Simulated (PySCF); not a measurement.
# Ti¹²⁺: ionisation energy

Ti¹²⁺ [Ne] (1S) → Ti¹³⁺ [He] 2s2 2p5 (2P), as a difference of total energies. Calculation: PySCF 2.14, in an uncontracted even-tempered set (20 s from 1.8 bohr⁻², ratio 2.2; 12 p from 2.4 bohr⁻², ratio 2.2; 6 d from 14 bohr⁻², ratio 2.4; 5 f from 22 bohr⁻², ratio 2.4; 5 g from 32 bohr⁻², ratio 2.4); the spin-free X2C one-electron Hamiltonian (Gaussian nucleus). Correlated levels: nothing frozen; virtual orbitals above 40 to 60 times the deepest correlated orbital energy dropped. The calculations carry no spin-orbit coupling.

```
                 method  ionisation energy (eV)
                    UHF                  788.10
                    LDA                  789.16
                    PBE                  788.61
                   PBE0                  788.93
                 r2SCAN                  789.68
                   TPSS                  788.58
                   PW91                  789.05
    MP2 (all electrons)                  789.76
SCS-MP2 (all electrons)                  789.61
```

**Question.** How much does correlation contribute at MP2 (all electrons)?

**Answer.** 789.76 − (788.10) = 1.66 eV, measured against UHF.

A first-order spin-orbit estimate (lowest level to lowest level, LS coupling) adds -1.952 eV.

For comparison: 787.67 eV (measured; NIST Atomic Spectra Database, ionization energies).
